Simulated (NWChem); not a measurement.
InHSF₂; SMILES [F][In]([F])[SH]

```xyz
5

In    -0.0134     0.2537     0.0000
F     -1.5777     1.4077     0.0000
F      1.6835     1.2112     0.0000
S     -0.0970    -2.1128     0.0000
H      1.2541    -2.1947     0.0000
```
Atoms are numbered in this order, from 1.

Program: NWChem. Coordinates come from a PBE0/def2-SVP optimisation. def2 effective core potentials on In; no spin-orbit coupling. Level MN15/def2-SVP: energy and gradient on several grids; changes count from the extra-fine grid, which is no exact limit either.

```tsv
grid	size of the energy change (μHa)	largest change of a gradient component (μHa/bohr)
xcoarse	80000	10000
coarse	2000	700
medium	20	100
fine	< 10	< 30
xfine	< 10	< 30
```
